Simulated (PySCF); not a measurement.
CsK: mean field, correlation and small terms against distance

State: ¹Σ⁺, singlet, closed shell. RHF-based CCSD(T) in PySCF 2.14 with Cs cc-pwCVDZ-X2C, K cc-pwCVDZ-X2C and Cs cc-pwCVTZ-X2C, K cc-pwCVTZ-X2C (frozen core orbitals: 28; spin-free X2C with a Gaussian nucleus). Correlation energies are extrapolated as n⁻³ (n = 2, 3), Hartree–Fock as (n+1)·exp(−9√n). All energies in eV from Cs + K.

```tsv
R (Å)	HF/CBS	CCSD corr.	(T)	total
3.8634	0.299	-0.645	-0.0972	-0.443
4.0391	0.225	-0.615	-0.0922	-0.482
4.2147	0.176	-0.586	-0.0880	-0.498
4.3903	0.147	-0.559	-0.0848	-0.496
4.5659	0.135	-0.533	-0.0827	-0.481
4.7854	0.140	-0.505	-0.0817	-0.447
5.0049	0.162	-0.482	-0.0828	-0.402
```

A fit to the total gives Re = 4.2815 Å, De = 0.499 eV, ωe = 69.3 cm⁻¹, Be = 0.03052 cm⁻¹ (masses 132.9054 and 38.9637 u).

Question: At R = 4.2147 Å the CCSD correlation energy is -0.250019 hartree in the smaller basis and -0.420957 in the larger. Extrapolate it.

Answer: (3³·E3 − 2³·E2)/(3³ − 2³) = -0.49293 hartree; the larger basis holds 85.4 % of it.

The T1 diagnostic is 0.017. The open-shell atoms are computed with UHF. Spin–orbit coupling, excitations beyond (T) and corrections to the Born–Oppenheimer picture are left out.
